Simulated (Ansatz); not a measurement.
BrFHSi (`F[SiH]Br`) radical. The species carries charge 0 and has multiplicity 2.

What are the harmonic wavenumbers in cm⁻¹ at PBE0-D4/def2-TZVP (Ansatz, finite differences of forces, unscaled)? (An estimate is asked.)

Computed: 204, 437, 667, 755, 890, 2169.

Is this a minimum?

Yes, all 6 modes are real.

Give the ideal-gas thermochemistry at 298.15 K and 1 bar (rigid rotor, harmonic oscillator; point group C1, symmetry number 1).

Zero-point energy 30.6 kJ/mol; H(298) − E = 43.5 kJ/mol; entropy 296.4 J/(mol·K), of which translation 169.4, rotation 105.9, vibration 15.4, electronic 5.8; G(298) − E = -44.9 kJ/mol.

Rotational constants (cm⁻¹)?

0.7411, 0.08536, 0.07756.
